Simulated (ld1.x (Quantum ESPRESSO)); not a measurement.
**Which change was made? (In, TM semilocal)**

indium, norm-conserving Troullier–Martins (semilocal form), made with ld1.x (Quantum ESPRESSO) 7.5 (Wu–Cohen, scalar-relativistic). Core [Kr] 4d10, reference 5s1.75 5p1.25. Waves: 5p (bound): rc 2.00 bohr; 5d channel at -0.15 Ry: rc 2.00 bohr; 5s (bound): rc 2.00 bohr. Local part: the s channel. Core correction: none.

Cutoffs, loose and tight: the cutoffs (Ry, on a coarse ladder) from which the occupation-weighted sum of valence levels, in a spherical-Bessel basis at the reference potential, stays within 10 and 1 mRy of its value at 400 Ry. They do not see the model core or the augmentation charge, which bear on the density cutoff. Test errors are all-electron minus pseudo excitation energies from the reference, over the configurations 5s2 5p1; 5s2 5p0; 5s1 5p0; 5s0 5p3; 5s2 5p0.5; 5s2 5p1.3; 5s1 5p1; variants that change the core or the reference have their own tests.

The base gives: outcome: generated; cutoff, loose: 21 Ry; cutoff, tight: 30 Ry; bound ghosts: d; largest test error (meV): +82.

Question: After one change the result is: outcome: generated; cutoff, loose: 100 Ry; cutoff, tight: 180 Ry; bound ghosts: d, s (extra level of the local part); largest test error (meV): +163. Which change was it?
A. wave 5d channel at -0.15 Ry: rc 2.00 bohr becomes 5d channel at 0.29 Ry: rc 2.00 bohr
B. all radii scaled by about 0.86 (s 1.72, p 1.72, d 1.72 bohr)
C. reference 5s2 5p0.5
D. functional LDA (PZ)
E. wave 5s (bound): rc 2.00 bohr becomes 5s (bound): rc 1.40 bohr

Answer: E. The others give: wave 5d channel at -0.15 Ry: rc 2.00 bohr becomes 5d channel at 0.29 Ry: rc 2.00 bohr → outcome: generated; cutoff, loose: 21 Ry; cutoff, tight: 30 Ry; bound ghosts: none; largest test error (meV): +82 | reference 5s2 5p0.5 → outcome: generated; cutoff, loose: 18 Ry; cutoff, tight: 30 Ry; bound ghosts: d; largest test error (meV): +118 | functional LDA (PZ) → outcome: generated; cutoff, loose: 21 Ry; cutoff, tight: 30 Ry; bound ghosts: d; largest test error (meV): +143 | all radii scaled by about 0.86 (s 1.72, p 1.72, d 1.72 bohr) → outcome: generated; cutoff, loose: 45 Ry; cutoff, tight: 90 Ry; bound ghosts: none; largest test error (meV): +181.
